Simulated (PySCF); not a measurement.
Relaxation of doublet GeCl3

Level of theory: UPBE in PySCF with Ge def2-SVP, Cl def2-SVP; no relativity; density-fitted integrals. A (50,194) grid was used.

A hand-made trigonal planar start, of D3h symmetry, held to at least that symmetry:

```xyz
4
charge 0 multiplicity 2, angstrom
Ge    0.0000    0.0000    0.0000
Cl    2.2000    0.0000    0.0000
Cl   -1.1000    1.9053    0.0000
Cl   -1.1000   -1.9053    0.0000
```

Optimiser trace:
```
step  E − E(last) (kJ/mol)  largest gradient (Eh/bohr)
   0                  6.58                     0.01597
   1                  0.48                     0.00408
   2                  0.01                     0.00047
   3                  0.00                     0.00002
```

It ends at D3h with Ge–Cl 2.258 Å (×3); Cl–Ge–Cl 120.0° (×3). A frequency run shows 1 imaginary mode, down to 202i cm⁻¹, so it is a saddle point. Other isomers or separated fragments may lie lower.

Final geometry:
Z-matrix (Å, degrees; charge 0 multiplicity 2):
```
Ge
Cl 1 2.2581
Cl 1 2.2581 2 120.00
Cl 1 2.2581 2 120.00 3 180.00
```

The relaxation took 16 s on 2 threads of a shared Intel Xeon @ 2.70GHz host, with 86 basis functions and 4 gradients; the process peaked at 0.52 GiB.
